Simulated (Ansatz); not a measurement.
Compare A (`[BH2][Zn][CH2]C`) with its isomer B (`C[B](C)[ZnH]`).

Gas-phase electronic energies from Ansatz, PBE0-D4/def2-TZVP geometries. CCSD(T)/CBS adds triple-zeta CCSD(T) − MP2 to the extrapolated MP2 energy (def2 sets, frozen cores). DFT in def2-TZVPP. B3LYP here is the variant with VWN-RPA as its local correlation; programs differ in this. For Zn outer-core shells are correlated without core-valence functions, which leaves a few kJ/mol of doubt a bond. Scalar relativity is left out up to krypton. Each species was taken in one conformer, which may not be the lowest.

(1) Which is lower in electronic energy at CCSD(T)/CBS, and by how much? (An estimate is asked.)

(2) Give E(B) − E(A) in kcal/mol with MP2/def2-TZVPP, CCSD/def2-TZVPP, B3LYP-D4, PBE0-D4, CCSD(T)/def2-TZVPP, PBE-D4, B2PLYP. (Best estimate.)

Largest T1 diagnostic: 0.013.

## Answers

(1) Computed: B, by 19.6 kcal/mol.

(2) Computed: MP2/def2-TZVPP -19.3, CCSD/def2-TZVPP -19.4, B3LYP-D4 -21.9, PBE0-D4 -22.6, CCSD(T)/def2-TZVPP -19.6, PBE-D4 -23.1, B2PLYP -20.3. None reverses the order clearly.

The D4 term adds −0.9 kcal/mol with B3LYP and −0.5 kcal/mol with PBE0; it sums over pairs of atoms, weighted by their polarisabilities, and B3LYP, whose exchange is more repulsive, gets the larger term.
